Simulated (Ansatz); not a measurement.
Ca4O3⁺, relaxed as a doublet with UKS PBE0-D4/def2-SVP in Ansatz, starting from the GFN1-xTB geometry. Force threshold 0.02 eV/Å.

The structure comes from a short search, and lower isomers may exist.

Start:

```tsv
atom	x (Å)	y (Å)	z (Å)
Ca1	-0.746	1.718	-0.626
Ca2	1.986	0.154	-1.384
Ca3	-0.605	-1.700	-0.804
Ca4	-0.410	-0.131	2.201
O5	-0.169	1.597	1.250
O6	-0.019	0.089	-1.716
O7	-0.037	-1.727	1.079
```

| step | energy (eV) | largest force component (eV/Å) | SCF passes |
| --- | --- | --- | --- |
| 1 | -79856.4133 | 2.263 | 21 |
| 2 | -79857.0174 | 0.401 | 27 |
| 3 | -79857.0868 | 0.244 | 23 |
| 4 | -79857.1691 | 0.295 | 27 |
| 5 | -79857.2874 | 0.515 | 27 |
| 6 | -79857.5060 | 0.783 | 26 |
| 7 | -79857.8975 | 1.084 | 28 |
| 8 | -79858.6214 | 1.133 | 29 |
| 9 | -79859.1127 | 0.569 | 25 |
| 10 | -79859.1881 | 0.551 | 26 |
| 11 | -79859.2258 | 0.042 | 22 |
| 12 | -79859.2261 | 0.008 | 16 |

Force components are those of the run's own axes.

End:

```xyz
7

Ca   -1.030    1.748   -0.735
Ca    1.582    0.082   -0.342
Ca   -0.888   -1.740   -0.915
Ca   -0.313   -0.123    2.132
O     0.335    1.421    0.844
O    -0.138    0.081   -1.679
O     0.453   -1.468    0.694
```

Bonds formed: Ca2–O5, Ca2–O7 (atoms count from 1). Metal–metal contacts that move far: Ca2–Ca4 4.32 to 3.12 Å. The end is the same structure that another start reached, the lowest one found.

No frequencies were taken in this run, so the end may be a saddle point.

Hardware: 4 threads of Arm Neoverse V1 on a shared host. Wall time 77 s, peak host memory 0.63 GiB.
